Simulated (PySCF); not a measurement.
Compound: H3SiCF3.
Atom-mapped SMILES: `[F:1][C:2]([F:3])([F:4])[SiH3:5]` (hydrogens: H6, H7, H8 on Si5)

Computed with PySCF at wB97X-D/pcSseg-2, non-relativistic, on one gas-phase PBE0-D3(BJ)/def2-TZVP geometry that isn't relaxed in the solvent. The solvent is an IEF-PCM continuum (Bondi radii, 1.10 Å for H, scaled by 1.2). Only the electrostatic response of the medium enters.

Gas phase at wB97X-D/pcSseg-2: HOMO -11.59 eV, LUMO 1.64 eV, dipole 2.28 D.

Question: What does the continuum do to the energy, the frontier levels and the dipole at wB97X-D/pcSseg-2 in chloroform?

Answer: 
| solvent | ε | E(solvent) − E(gas) (kJ/mol) | polarisation term (kJ/mol) | distortion of the solute (kJ/mol) | HOMO (eV) | LUMO (eV) | dipole (D) |
| --- | --- | --- | --- | --- | --- | --- | --- |
| chloroform | 4.711 | -5.53 | -6.05 | 0.52 | -11.52 | 1.92 | 2.59 |

The first energy column is the sum of the next two and covers electrostatics alone.

Question: Which radius a makes the point-dipole formula ΔE = −[(ε − 1)/(2ε + 1)]·μ²/a³ give the value in chloroform, with the gas-phase dipole?

Answer: μ = 0.896 au and |ΔE| = 0.00210 Eh give a = 2.72 Å; the farthest nucleus lies 2.01 Å from the centroid of the nuclei. The formula assumes a rigid point dipole at the centre of a sphere.

The pairwise dispersion term of wB97X-D wasn't added to the energies; at a given geometry it leaves orbitals and properties as they are.
